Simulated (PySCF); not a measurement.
indium atom (In), doublet (all electrons, no relativity) (in this run its highest filled SCF level lies above zero, so its values depend strongly on the basis, on diffuse functions most of all); PBE/STO-3G run with PySCF.

Here is a job for PySCF.
```python
from pyscf import gto, scf, dft

mol = gto.Mole()
mol.atom = '''
    In    0.00000000    0.00000000    0.00000000
'''
mol.basis = 'sto-3g'
mol.spin = 1
mol.verbose = 4
mol.build()

mf = dft.UKS(mol)
mf.xc = 'pbe'
mf.kernel()
```

What the program printed (banner, timings and long lists left out):

```
PySCF version 2.14.0

[INPUT] verbose = 4
[INPUT] num. atoms = 1
[INPUT] num. electrons = 49
[INPUT] charge = 0
[INPUT] spin (= nelec alpha-beta = 2S) = 1
[INPUT] symmetry False subgroup None
[INPUT] Mole.unit = angstrom
[INPUT] Symbol           X                Y                Z      unit          X                Y                Z       unit  Magmom
[INPUT]  1 In     0.000000000000   0.000000000000   0.000000000000 AA    0.000000000000   0.000000000000   0.000000000000 Bohr   0.0

nuclear repulsion = 0
number of shells = 11
number of NR pGTOs = 81
number of NR cGTOs = 27
basis = sto-3g
ecp = {}

******** <class 'pyscf.dft.uks.UKS'> ********
method = UKS
initial guess = minao
damping factor = 0
level_shift factor = 0
DIIS = <class 'pyscf.scf.diis.CDIIS'>
diis_start_cycle = 1
diis_space = 8
diis_damp = 0
SCF conv_tol = 1e-09
SCF conv_tol_grad = None
SCF max_cycles = 50
direct_scf = True
direct_scf_tol = 1e-13
number electrons alpha = 25  beta = 24
XC library pyscf.dft.libxc version 7.1.2
    S. Lehtola, C. Steigemann, M. J. T. Oliveira, and M. A. L. Marques,  SoftwareX 7, 1–5 (2018)
XC functionals = pbe
    J. P. Perdew, K. Burke, and M. Ernzerhof,  Phys. Rev. Lett. 77, 3865 (1996)
    J. P. Perdew, K. Burke, and M. Ernzerhof,  Phys. Rev. Lett. 78, 1396 (1997)
    J. P. Perdew, K. Burke, and M. Ernzerhof,  Phys. Rev. Lett. 77, 3865 (1996)
    J. P. Perdew, K. Burke, and M. Ernzerhof,  Phys. Rev. Lett. 78, 1396 (1997)
radial grids:
    Treutler-Ahlrichs [JCP 102, 346 (1995); DOI:10.1063/1.469408] (M4) radial grids

becke partition: Becke, JCP 88, 2547 (1988); DOI:10.1063/1.454033
pruning grids: <function nwchem_prune>
grids dens level: 3
symmetrized grids: False
atomic radii adjust function: <function treutler_atomic_radii_adjust>
small_rho_cutoff = 0
Set gradient conv threshold to 3.16228e-05
tot grids = 21880
init E= -5669.42312027654

cycle= 1 E= -5684.10056439539  delta_E= -14.7  |g|= 0.162  |ddm|= 1.16
cycle= 2 E= -5684.1108886767  delta_E= -0.0103  |g|= 0.00894  |ddm|= 0.133
cycle= 3 E= -5684.11092064721  delta_E= -3.2e-05  |g|= 4.18e-05  |ddm|= 0.00698
cycle= 4 E= -5684.11092064792  delta_E= -7.11e-10  |g|= 1.31e-07  |ddm|= 3.27e-05
Extra cycle  E= -5684.11092064793  delta_E= -3.64e-12  |g|= 7.86e-09  |ddm|= 2.86e-07
converged SCF energy = -5684.11092064793  <S^2> = 0.75000025  2S+1 = 2.0000002
```
